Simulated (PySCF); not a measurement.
A PySCF script (with the pyscf-properties extension) for the NMR shieldings of `CB(C)[SiH2][SiH2]S`, C2H11BSSi2, on a GFN2-xTB geometry:

```python
import basis_set_exchange as bse
import numpy as np
from pyscf import gto, dft
from pyscf.prop import nmr

atoms = """
C    -1.023766   -0.904393    1.413253
B    -1.032492   -0.348815   -0.058131
C    -2.278616    0.458332   -0.583480
Si    0.569837   -0.555338   -1.175438
Si    2.173856    1.013093   -0.538723
S     2.519981    0.822940    1.597810
H    -1.980672   -0.848026    1.928611
H    -0.661716   -1.929646    1.486251
H    -0.315099   -0.308009    1.994878
H    -2.022784    1.264372   -1.270313
H    -2.909110   -0.226923   -1.155288
H    -2.908097    0.869662    0.203887
H     1.233791   -1.875029   -1.095202
H     0.407355   -0.343997   -2.626402
H     1.770117    2.415985   -0.586841
H     3.515790    0.941979   -1.117990
H     2.934626   -0.434160    1.573208
"""
names = dict.fromkeys(["C", "B", "Si", "S", "H"], "pcSseg-1")
basis = {el: gto.basis.parse(bse.get_basis(n, elements=[el], fmt="nwchem")) for el, n in names.items()}
mol = gto.M(atom=atoms, basis=basis, charge=0, verbose=0)
mf = dft.RKS(mol, xc="PBE0")
mf.grids.level = 2
mf.grids.alignment = dft.numint.BLKSIZE   # the property module wants whole blocks of grid points
mf.conv_tol = 1e-9
mf.kernel()

calc = nmr.RKS(mf)   # GIAO
C = mf.mo_coeff
Co = C[:, mf.mo_occ > 0]
resp = mf.gen_response(singlet=True, hermi=2)
def vind(x):   # induced exchange potential for any number of trial vectors
    d = np.einsum("pi,xij,qj->xpq", C, 2 * x.reshape(-1, C.shape[1], Co.shape[1]), Co, optimize=True)
    return np.einsum("xpq,pi,qj->xij", resp(d - d.transpose(0, 2, 1)), C, Co, optimize=True).ravel()
mo1, _ = nmr.rhf.solve_mo1(calc, with_cphf=vind)
sigma = calc.kernel(mo1)
for i, s in enumerate(sigma):   # ppm
    w = np.linalg.eigvalsh((s + s.T) / 2)
    print("%2d %-2s iso %8.1f  s11 %8.1f  s22 %8.1f  s33 %8.1f" % (i, mol.atom_pure_symbol(i), w.mean(), *w))
```

**Question.** What are the results?

**Answer.** 
```
 0 C  iso    158.9  s11    127.1  s22    171.4  s33    178.2
 1 B  iso     -7.1  s11    -79.9  s22    -71.3  s33    129.9
 2 C  iso    161.7  s11    134.4  s22    169.4  s33    181.2
 3 Si iso    468.9  s11    423.5  s22    483.6  s33    499.5
 4 Si iso    407.5  s11    357.4  s22    413.9  s33    451.3
 5 S  iso    776.7  s11    665.3  s22    714.3  s33    950.4
 6 H  iso     29.9  s11     26.5  s22     28.7  s33     34.7
 7 H  iso     30.1  s11     26.0  s22     29.9  s33     34.4
 8 H  iso     30.0  s11     24.9  s22     28.9  s33     36.1
 9 H  iso     29.8  s11     26.2  s22     29.9  s33     33.4
10 H  iso     30.6  s11     26.6  s22     29.1  s33     36.1
11 H  iso     30.0  s11     26.7  s22     29.0  s33     34.4
12 H  iso     28.3  s11     25.3  s22     26.3  s33     33.1
13 H  iso     28.2  s11     24.9  s22     25.8  s33     33.9
14 H  iso     27.2  s11     23.7  s22     25.6  s33     32.4
15 H  iso     26.6  s11     21.5  s22     25.3  s33     32.9
16 H  iso     32.3  s11     24.6  s22     28.6  s33     43.6
```

These numbers come from an equivalent density-fitted implementation of the same equations, which agrees with the script to about 0.01 ppm for H and up to a few tenths of a ppm for heavy atoms, so last digits may differ.

Size and cost of the density-fitted run: 178 basis functions, 23 s wall time on 1 thread of an Arm Neoverse V2, shared host; peak memory 0.87 GiB.
